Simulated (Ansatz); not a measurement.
# Strength of the C–Mg bond: C3H8Mg → C3H7 + MgH

Species: C3H8Mg `C[CH](C)[MgH]`, singlet; C3H7 (methylethyl) `C[CH]C`, doublet; MgH, doublet. 

Shapes, held fixed at every level: PBE0-D4/def2-TZVP. Programs: Ansatz 0.2.0. The zero-point and thermal change to 298 K, harmonic and unscaled (PBE0-D4/def2-TZVP), is -9.2 kJ/mol.

Estimate ΔH(298 K) of this reaction.

The highest level, CCSD(T)/def2-TZVPP, gives ΔH(298 K) = +213.2 kJ/mol; the levels span +93.9 to +219.9. The column of differences is taken from that level and isn't an error. Hartree–Fock misses the correlation of the pair that is broken and comes out low. No measured value is set beside it here. Open shells run unrestricted unless RO is named. Correlated rows may include outer-core shells of Mg, which these sets cover unevenly.

```json
{"level": "HF/def2-SVP", "kind": "Hartree–Fock", "ΔH(298 K) (kJ/mol)": "+93.9", "less CCSD(T)/def2-TZVPP": "-119.3"}
{"level": "r2SCAN-D4/def2-TZVPP", "kind": "meta-GGA", "ΔH(298 K) (kJ/mol)": "+180.7", "less CCSD(T)/def2-TZVPP": "-32.5"}
{"level": "B3LYP-D4/def2-TZVPP", "kind": "global hybrid", "ΔH(298 K) (kJ/mol)": "+192.5", "less CCSD(T)/def2-TZVPP": "-20.7"}
{"level": "PBE0-D4/def2-TZVPP", "kind": "global hybrid", "ΔH(298 K) (kJ/mol)": "+192.7", "less CCSD(T)/def2-TZVPP": "-20.5"}
{"level": "wB97M-V/def2-TZVPP", "kind": "range-separated hybrid", "ΔH(298 K) (kJ/mol)": "+219.9", "less CCSD(T)/def2-TZVPP": "+6.7"}
{"level": "CCSD(T)/def2-SVP", "kind": "coupled cluster or CI", "ΔH(298 K) (kJ/mol)": "+202.0", "less CCSD(T)/def2-TZVPP": "-11.2"}
{"level": "CCSD/def2-SVP", "kind": "coupled cluster or CI", "ΔH(298 K) (kJ/mol)": "+194.5", "less CCSD(T)/def2-TZVPP": "-18.7"}
{"level": "CCSD(T)/def2-TZVPP", "kind": "coupled cluster or CI", "ΔH(298 K) (kJ/mol)": "+213.2", "less CCSD(T)/def2-TZVPP": "0.0"}
```
